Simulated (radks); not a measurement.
Task: The mean radii <r> (bohr) of the occupied orbitals of an atom or ion are listed with their occupations. Calculated with a radial shooting solver on a logarithmic mesh with Libxc functionals: non-relativistic Kohn-Sham, PBE, spin-polarised, spherical densities, point nucleus.

| orbital | occ. | <r> |
|---|---|---|
| 1s | 2 | 0.09726 |
| 2s | 2 | 0.4763 |
| 2p | 6 | 0.4363 |

Name the element and its charge. Open shells, if any, are filled with parallel spins first.

Result: Z = 16, sulfur, charge +6: S6+ in [Ne]. The 1s radius gives Z: for a bare nucleus <r> = 1.5/Z, 0.09375 bohr for Z = 16, and screening makes it slightly larger (0.09726 here). The occupations add up to 10, and the charge is Z minus that.
